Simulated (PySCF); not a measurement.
Does the drawn structure hold up?

C6H9O. Drawn bonds (atoms numbered from 1): C1–C2, C2–C3, C2–C4, C4=O5, C4–C6, C6=C7, C1–H8, C1–H9, C2–H10, C3–H11, C3–H12, C3–H13, C6–H14, C7–H15, C7–H16. Doublet state.

Geometry after optimisation with GFN2-xTB (Å):

```
atom  x, y, z in Å
C1    -0.823   -1.220    0.128
C2    -0.998    0.168   -0.264
C3    -1.943    1.069    0.459
C4     0.362   -0.288    0.623
O5     0.403    0.059    1.824
C6     1.555   -0.331   -0.241
C7     2.753    0.042    0.199
H8    -1.423   -1.593    0.944
H9    -0.536   -1.956   -0.609
H10   -0.722    0.461   -1.269
H11   -2.963    0.892    0.115
H12   -1.695    2.114    0.283
H13   -1.894    0.873    1.528
H14    1.415   -0.684   -1.253
H15    2.869    0.390    1.212
H16    3.631    0.011   -0.422
```

Here a drawn bond counts as lost beyond 1.3 times the sum of covalent radii plus 0.1 Å; another pair counts as a new contact within 1.08 times that sum, or 1.2 times among H, C, N, O, F, S and Cl. Covalent radii used (Å): C 0.73, H 0.31, O 0.66.

(1) Which drawn bonds no longer describe this geometry, and which new contacts appear?

(2) How long is each drawn bond in this geometry?

Answers

(1) No drawn bond is lost. New contacts: C1–C4 (1.59 Å; radii sum 1.46 Å). The tight-binding optimisation can itself be at fault, so a check at a higher level is due before the drawing is dismissed.

(2) 
```
drawn bond  length (Å)  over radii sum
     C1–C2       1.453            1.00
     C2–C3       1.492            1.02
     C2–C4       1.686            1.16
     C4–O5       1.252            0.90
     C4–C6       1.474            1.01
     C6–C7       1.329            0.91
     C1–H8       1.080            1.04
     C1–H9       1.080            1.04
    C2–H10       1.082            1.04
    C3–H11       1.091            1.05
    C3–H12       1.088            1.05
    C3–H13       1.088            1.05
    C6–H14       1.082            1.04
    C7–H15       1.077            1.04
    C7–H16       1.076            1.03
```

All values are computed, not measured.
